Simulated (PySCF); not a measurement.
C9H7N.
Atom-mapped SMILES: `[cH:1]1[cH:2][cH:3][c:4]2[n:5][cH:6][cH:7][cH:8][c:9]2[cH:10]1` (hydrogens: H11 on C1; H12 on C2; H13 on C3; H14 on C6; H15 on C7; H16 on C8; H17 on C10)

Level of theory: PBE0-D3(BJ)/def2-SVP geometry optimisation, gas phase in PySCF.

Some entries are withheld.

```json
{"coordinate": "C1–C2", "value": "?"}
{"coordinate": "C2–C3", "value": "1.375 Å"}
{"coordinate": "C3–C4", "value": "?"}
{"coordinate": "C4–N5", "value": "?"}
{"coordinate": "N5–C6", "value": "1.310 Å"}
{"coordinate": "C6–C7", "value": "1.417 Å"}
{"coordinate": "C7–C8", "value": "1.373 Å"}
{"coordinate": "C8–C9", "value": "1.416 Å"}
{"coordinate": "C9–C10", "value": "1.418 Å"}
{"coordinate": "C1–C10", "value": "1.375 Å"}
{"coordinate": "C4–C9", "value": "1.430 Å"}
{"coordinate": "C1–H11", "value": "1.092 Å"}
{"coordinate": "C2–H12", "value": "1.093 Å"}
{"coordinate": "C3–H13", "value": "1.092 Å"}
{"coordinate": "C6–H14", "value": "1.097 Å"}
{"coordinate": "C7–H15", "value": "1.092 Å"}
{"coordinate": "C8–H16", "value": "1.094 Å"}
{"coordinate": "C10–H17", "value": "1.093 Å"}
{"coordinate": "C2–C1–C10", "value": "?"}
{"coordinate": "C1–C2–C3", "value": "120.6°"}
{"coordinate": "C2–C3–C4", "value": "120.5°"}
{"coordinate": "C3–C4–N5", "value": "118.7°"}
{"coordinate": "C3–C4–C9", "value": "118.9°"}
{"coordinate": "N5–C4–C9", "value": "122.4°"}
{"coordinate": "C4–N5–C6", "value": "118.2°"}
{"coordinate": "N5–C6–C7", "value": "124.1°"}
{"coordinate": "C6–C7–C8", "value": "118.6°"}
{"coordinate": "C7–C8–C9", "value": "119.3°"}
{"coordinate": "C8–C9–C10", "value": "123.3°"}
{"coordinate": "C4–C9–C8", "value": "?"}
{"coordinate": "C4–C9–C10", "value": "?"}
{"coordinate": "C1–C10–C9", "value": "120.4°"}
```

Estimate the withheld lengths and angles.

- C1–C2 = 1.415 Å, aromatic (both ends aromatic CH carbon); 0.04 Å below the sum of covalent radii, 1.46 Å.
- C3–C4 = 1.419 Å, aromatic (aromatic CH carbon to ring-fusion aromatic carbon); 0.04 Å below the sum of covalent radii, 1.46 Å.
- C4–N5 = 1.357 Å, aromatic (ring-fusion aromatic carbon to pyridine-type nitrogen); 0.08 Å below the sum of covalent radii, 1.44 Å.
- C2–C1–C10 = 120.4°, at the aromatic CH carbon, inside a 6-membered ring; the outer atoms are 2.421 Å apart.
- C4–C9–C8 = 117.4°, at the ring-fusion aromatic carbon, inside a 6-membered ring; the outer atoms are 2.432 Å apart.
- C4–C9–C10 = 119.3°, at the ring-fusion aromatic carbon, inside a 6-membered ring; the outer atoms are 2.457 Å apart.

Radii are Cordero's, carbon taken as 0.76, 0.73 or 0.69 Å for four, three, and two or fewer neighbours.

Stationary, but not proved a minimum.
